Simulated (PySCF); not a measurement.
C₄H₈OSi, SMILES OCCC#C[SiH3].

Coordinates come from a PBE0-D3(BJ)/def2-SVP optimisation. This is a generated structure with no PubChem entry under its InChIKey; it may be hypothetical. The values are those of a single conformer.

Computed with PBE/def2-TZVP in PySCF.

Computed frontier levels, gap, dipole moment and polarisability:
| Property | Result |
|---|---|
| highest occupied level | -6.38 eV |
| lowest empty level | -0.90 eV |
| orbital gap | 5.47 eV |
| dipole moment | 1.56 D |
| quadrupole, principal values (traceless, Buckingham form, about the centre of nuclear charge) | -9.57, -0.21, 9.79 D·Å |
| mean static polarisability | 83.7 bohr³ (12.40 Å³) |
| polarisability, principal values | 62.8, 65.5, 122.7 bohr³ |
